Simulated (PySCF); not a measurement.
**Sound and unsound settings**

Molecule: SMILES C=C[C@H]1CCC=N1, C₆H₉N; geometry GFN2-xTB.

Bonds (- single, = double, # triple, : aromatic): C1=C2, C2-C3, C3-C4, C4-C5, C5-C6, C6=N7, N7-C3. C1 carries H8, H9; C2 carries H10; C3 carries H11; C4 carries H12, H13; C5 carries H14, H15; C6 carries H16. Stereochemistry as in C=C[C@H]1CCC=N1. H13, H15 are cis to C2 on the ring; H9 is cis to C3; H12, H14 are trans to C2 on the ring; H8 is trans to C3.

All runs: PySCF 2.14, non-relativistic, gas phase unless a solvent (IEF-PCM) is named; grid level 2, GIAOs and SCF threshold 1e-9 unless changed. The yardstick, PBE0/pcSseg-1, gives these isotropic shieldings σ (ppm, equivalent atoms averaged): C6 16.9, C2 35.2, C3 104.1, H16 24.26, H9 26.19, H12 29.64, H13 30.20.

**Question.** What do these inputs give? (1) PBE0/pcSseg-1; conv 1e-07; aux def2-universal-jkfit; (2) LC-wPBE/6-311+G(2d,p); grid level 4; (3) solvent cyclohexane; PBE0/MINI; grid level 3; damp 0.1; (4) PW91/STO-3G; conv 1e-06; guess huckel; (5) solvent cyclohexane; revPBE/6-311+G(2d,p); guess sap

**Answer.** 
```tsv
run	outcome	functions	wall time	C6	C2	C3	H16	H9	H12	H13
1	converged	164	26 s	16.9	35.2	104.1	24.26	26.19	29.64	30.20
2	converged	243	2.1 min	19.5	40.0	114.3	24.41	26.47	29.94	30.46
3	converged	44	8.9 s	99.4	106.8	153.9	22.42	24.38	28.08	28.78
4	converged	44	15 s	109.5	122.5	160.6	25.67	27.68	30.86	31.24
5	converged	243	63 s	19.5	38.3	101.0	24.27	26.59	29.86	30.35
```

Times are on 1 thread of an Intel Xeon, shared host.

**Question.** Comment on the technical settings and failures.

**Answer.** 
- Run 1: The other auxiliary basis adds little: it changes only the density-fitting error.
- Run 3: The orbital basis and medium differ from the yardstick's, which in itself moves the values. The damping changes the path of the SCF (15 cycles), not the solution, provided the same state is reached. With 44 functions the basis is far too small for magnetic properties.
- Run 4: The functional and orbital basis differ from the yardstick's, which in itself moves the values. A loose SCF threshold (1e-06) leaves errors in the orbitals that response properties inherit. The starting guess changes the path of the SCF (11 cycles), not the solution, provided the same state is reached. With 44 functions the basis is far too small for magnetic properties.
- Run 5: The functional and orbital basis and medium differ from the yardstick's, which in itself moves the values. The starting guess changes the path of the SCF (15 cycles), not the solution, provided the same state is reached.

Runs 3, 4 were set up unsoundly or failed; their numbers aren't to be quoted as properties of the molecule.
